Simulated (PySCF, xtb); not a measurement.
Cd(Me)(SMe) (C2H6CdS), SMILES C[S][Cd][CH3].

xtb 6.7.1 with GFN2-xTB at its own geometry gives an orbital gap of 2.80 eV and a dipole moment of 3.61 D.

Geometry optimised at B3LYP-D3(BJ)/def2-SVP. The structure was generated by enumeration; whether it is a known compound was not checked. The def2 effective core potentials stand for the cores of Cd; spin–orbit coupling is left out. One conformer was computed; it need not be the lowest.

### Question
What does CAM-B3LYP/def2-TZVP (PySCF) give? (The exact figures need the calculation; the answer reports its results.)

### Answer
gap 7.72 eV (levels -7.61 and 0.10 eV), dipole 2.02 D.
